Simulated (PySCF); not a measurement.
## Rh (rhodium, neutral) across methods

[Kr] 4d8 5s1, high-spin 4F determinant. Calculation: PySCF 2.14, in aug-cc-pVTZ-DK; scalar relativity by spin-free X2C-1e.

```csv
method,E (hartree),mean ε 4d α (eV),mean ε 4d β (eV),mean ε 5s α (eV),Σ⟨r²⟩ (bohr²),⟨S²⟩
PBE0,-4783.15,-8.132,-6.757,-5.316,50.71,3.751
r2SCAN,-4783.48,-6.765,-5.400,-4.962,50.40,3.752
r2SCANh,-4783.47,-7.389,-6.002,-5.191,50.37,3.752
LDA,-4778.27,-6.693,-5.397,-4.988,50.78,3.750
B3LYP,-4783.54,-7.792,-6.571,-5.239,50.93,3.751
UHF,-4781.04523,-12.365,-10.636,-6.475,51.60,3.753
PBE,-4783.09,-6.527,-5.249,-4.751,51.02,3.751
wB97X,-4783.61,-10.499,-9.311,-6.815,50.86,3.753
```
